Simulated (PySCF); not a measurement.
# WSCl4, singlet: computed properties

Method: B3LYP/[W def2-SVP with ECP60, S def2-SVP, Cl def2-SVP], scalar-relativistic core potentials, density fitting, no spin–orbit coupling, PySCF.

The structure is a minimum.

* Point group: C4v
* Bond lengths: W–Cl 2.321 Å (×4), W–S 2.107 Å
* Bond angles: Cl–W–Cl 86.5° (×4), Cl–W–Cl 151.2° (×2), Cl–W–S 104.4° (×4)
* Heat capacity Cp at 298.15 K: 119.1 J/(mol K)
* Entropy at 298.15 K and 1 bar: 399.6 J/(mol K)
* Enthalpy at 298.15 K above 0 K: 25.75 kJ/mol
* Highest occupied level: -8.45 eV
* Principal polarisabilities: 95.0, 105.5, 105.5 bohr³
* Principal quadrupole moments (Buckingham, traceless) about the centre of mass: -2.59, -2.59, 5.19 D Å
* Zero-point energy: 18.6 kJ/mol
* Dipole moment: 0.86 D
* Atomisation energy without zero-point energy: 1955 kJ/mol
* Lowest empty level: -4.88 eV
* Rotational symmetry number: 4
* Rotational constants: 0.03114, 0.03114, 0.02385 cm⁻¹

Harmonic modes (masses in u: W 183.951, S 31.972, Cl 34.969):
```tsv
symmetry	ω (cm⁻¹)	IR (km/mol, summed over degenerate members)	μ (u)
b1	59	0.0	34.97
e	151	17.4	35.40
a1	159	0.1	44.94
e	172	5.7	40.33
b2	222	0.0	34.97
b1	318	0.0	34.97
e	375	227	42.95
a1	391	12.3	36.17
a1	568	35.2	36.84
```

In C4v the vibrations span 2b1 + 3e + 3a1 + b2. The b1, b2 modes carry no infrared intensity, as symmetry demands.

Charges (e):
```json
{"atom": "W1", "Mulliken": "0.67", "Löwdin": "-0.91", "polar tensor": "2.34", "Mayer order to W1": "–"}
{"atom": "S2", "Mulliken": "-0.02", "Löwdin": "0.35", "polar tensor": "-0.29", "Mayer order to W1": "2.23"}
{"atom": "Cl3,4,5,6", "Mulliken": "-0.16", "Löwdin": "0.14", "polar tensor": "-0.51", "Mayer order to W1": "1.14"}
```

Mulliken populations on W1 (electrons outside its core potential): s 2.58, p 6.42, d 4.20, f 0.13.

Outer orbital energies (eV). occupied: -10.32, -10.02, -9.24, -9.24, -9.16, -8.61, -8.61, -8.45; empty: -4.88, -3.93, -3.93, -2.78.

Formally W is in oxidation state +6, d0. The polar-tensor charge on W, 2.34, is far below the formal one.

Stability towards spin polarisation was not tested. Only a few start shapes were tried, so a lower isomer may exist. No spin–orbit coupling is included, which matters more the heavier the element.

The final relaxation and frequency run took 76 s on 4 threads of a shared Arm Neoverse V2 host, with 122 basis functions and 13 gradients; the process peaked at 1.7 GiB. Launch command: `OMP_NUM_THREADS=4 python axn.py task.json out`.
